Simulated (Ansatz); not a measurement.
Two structures, one formula

The two ends of one reaction step of Si4H11ClF2, closed shell (PBE0-D4/def2-TZVP).

A:

```tsv
atom	x (Å)	y (Å)	z (Å)
Si1	-0.5077	-0.0777	-0.4652
Si2	-1.0213	-0.4756	1.7825
Si3	1.7346	-0.6332	-0.8714
Si4	-1.9374	-1.3166	-1.8409
Cl5	-0.9197	1.9403	-0.7559
H6	1.9952	2.5518	0.5185
F7	2.4181	2.3691	-0.2921
H8	0.5630	1.8759	2.1852
F9	1.1817	2.5618	2.0539
H10	-2.4644	-0.2847	2.0766
H11	-0.5838	-1.8251	2.2250
H12	-0.2801	0.5101	2.6396
H13	1.7054	-2.1111	-1.0729
H14	2.2364	0.0213	-2.1016
H15	2.5914	-0.3425	0.3033
H16	-1.6082	-1.0695	-3.2687
H17	-3.3495	-0.9331	-1.5809
H18	-1.7538	-2.7612	-1.5350
```

B:

```xyz
18
angstrom
Si -0.1291 0.0432 -1.9712
Si -1.4588 0.7018 2.1120
Si 2.0595 0.5133 -1.2732
Si -0.9575 -1.9857 -1.1177
Cl -1.3542 1.6272 -1.4555
H 1.8731 0.7449 1.9584
F 2.2209 0.1997 0.3131
H -0.5606 -0.1144 1.2515
F 1.6149 1.0769 2.7863
H -1.1146 2.1362 1.9818
H -2.8549 0.4836 1.6492
H -1.3340 0.2509 3.5185
H -0.0823 0.0017 -3.4593
H 2.4303 1.9362 -1.4651
H 3.0303 -0.3736 -1.9643
H -0.9167 -2.9956 -2.2094
H -2.3557 -1.7894 -0.6615
H -0.1108 -2.4571 0.0066
```

Program: Ansatz 0.2.0. Basis: def2-TZVPP. Cores are frozen in the correlated methods. B3LYP uses VWN-RPA correlation.

(1) Which structure is lower at CCSD(T), and by how much? (An estimate is asked for; the value comes from the calculation.)

The T1 diagnostic stays at or below 0.012.

Answers

(1) By the calculation: B, by 100.0 kJ/mol (electronic energy, against the other). By their contacts, A is a complex of Si₄H₉Cl ([SiH3][Si]([SiH3])([SiH3])[Cl]) + HF + HF and B is a complex of Si₃H₆ClF ([F][SiH2][SiH]([SiH3])[Cl]) + SiH₄ + HF.

All methods give the same order:

| method | E(B) − E(A) (kJ/mol) |
| --- | --- |
| SPW92 | -67.5 |
| PBE-D4 | -72.0 |
| BLYP-D4 | -96.0 |
| r2SCAN-D4 | -92.6 |
| B97M-V | -97.1 |
| PBE0-D4 | -80.2 |
| B3LYP-D4 | -101.3 |
| r2SCAN0-D4 | -95.3 |
| BHLYP-D4 | -112.3 |
| CAM-B3LYP-D4 | -110.5 |
| wB97X-V | -102.9 |
| wB97M-V | -104.6 |
| B2PLYP | -106.6 |
| PBE-QIDH | -92.4 |
| RPA on PBE | -106.0 |
| HF | -140.6 |
| MP2 | -100.7 |
| CCSD | -106.7 |
| CCSD(T) | -100.0 |

Labels in which every atom is bracketed show which atoms are joined, not bond orders.

For scale, one of the runs: CCSD(T)/def2-TZVPP, 426 basis functions, launched by `ansatz run in.yaml --threads 4 --pin off --events-out ev --progress --plain --max-ram 66560MiB --backend cuda --devices 0, --max-vram 37GiB`. Hardware: 4 CPU threads of an AMD EPYC 7R13 and a share of one NVIDIA H100, shared host. Wall time 45 s; peak host memory 1.7 GiB.
